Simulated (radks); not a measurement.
Spherical quantum dot in the effective-mass picture: electrons in a parabolic well V = omega^2 r^2 / 2 with omega = 0.777, all in effective atomic units (hartree* = m*/eps^2 hartree, bohr* = eps/m* bohr), one dielectric constant everywhere. Method: non-relativistic Kohn-Sham, r2SCAN, spin-polarised, spherical densities, generalised Kohn-Sham scheme; computed with a radial shooting solver with Libxc functionals. Levels are named by radial order and angular momentum (1s, 1p, 1d, 2s, ...), and open shells are averaged over m. Each electron was tried in the lowest free levels, single moves between levels near the top were tried too, and the lowest total energy was kept; such a search can miss a lower state. The series stops at N = 12: beyond it a trial failed or the search could not be trusted, so later rows were left out. At N = 1 the Hartree and exchange-correlation terms need not cancel, so that row can carry a self-interaction error.

N	open shells	2S	E (hartree*)	addition energy mu(N+1) - mu(N) (hartree*)	rms radius (bohr*)
1	1s(up 1, down 0)	1	1.16671	0.6391	1.390
2	none	0	2.97249	1.115	1.490
3	1p(up 1, down 0)	1	5.89316	0.3848	1.687
4	1p(up 2, down 0)	2	9.19861	0.3984	1.801
5	1p(up 3, down 0)	3	12.9025	0.5508	1.887
6	1p(up 3, down 1)	2	17.1572	0.3482	1.964
7	1p(up 3, down 2)	1	21.7600	0.3583	2.030
8	none	0	26.7212	0.8937	2.089
9	1d(up 1, down 0)	1	32.5762	0.3156	2.168
10	1d(up 2, down 0)	2	38.7467	0.3171	2.237
11	1d(up 3, down 0)	3	45.2344	0.3160	2.298
12	1d(up 4, down 0)	4	52.0381	-	2.353

All shells are closed at N = 2, 8 (there: 1s2 1p6); the second difference of the energy has clear peaks (12 % above both neighbours; the first and last values, which can be the largest, are not judged, and half-filled shells can peak too) at N = 2, 5, 8.
